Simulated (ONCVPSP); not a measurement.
**An all-electron radial function and its pseudo partner (P (Z = 15))**

Columns: radius, all-electron u(r) and pseudo u(r) of the 3s shell (level -23.29 eV) of phosphorus in the configuration [Ne] 3s2 3p2; PBE, scalar-relativistic, ONCV scheme, ONCVPSP 4.0.1.

| r (bohr) | all-electron | pseudo |
| --- | --- | --- |
| 0.085 | 0.1628 | 0.0296 |
| 0.170 | -0.1053 | 0.0618 |
| 0.255 | -0.3155 | 0.0979 |
| 0.340 | -0.3903 | 0.1374 |
| 0.425 | -0.3539 | 0.1797 |
| 0.510 | -0.2474 | 0.2256 |
| 0.595 | -0.1050 | 0.2768 |
| 0.680 | 0.0493 | 0.3338 |
| 0.765 | 0.2000 | 0.3951 |
| 0.850 | 0.3382 | 0.4573 |
| 0.935 | 0.4590 | 0.5177 |
| 1.020 | 0.5607 | 0.5760 |
| 1.105 | 0.6433 | 0.6329 |
| 1.190 | 0.7080 | 0.6882 |
| 1.275 | 0.7560 | 0.7386 |
| 1.360 | 0.7888 | 0.7788 |
| 1.445 | 0.8081 | 0.8044 |
| 1.530 | 0.8155 | 0.8149 |
| 1.615 | 0.8129 | 0.8129 |
| 1.700 | 0.8021 | 0.8021 |
| 1.785 | 0.7845 | 0.7845 |
| 1.870 | 0.7615 | 0.7615 |
| 1.955 | 0.7344 | 0.7344 |
| 2.040 | 0.7043 | 0.7043 |
| 2.125 | 0.6720 | 0.6720 |
| 2.210 | 0.6384 | 0.6384 |

(1) How many radial nodes do the two functions have?

(2) At about which radius was the pseudo-wave matched?

(3) Is the pseudo-wave norm-conserving?

Answers

(1) The all-electron 3s function has n − l − 1 = 2; the pseudo-wave has 0, since the states of the same l below it are removed with the core.

(2) 1.65 bohr, where the columns begin to agree (steps of 0.09 bohr).

(3) Yes: the ONCV scheme keeps the norm inside the radius equal to the all-electron one, which fixes the energy derivative of the logarithmic derivative at the level.
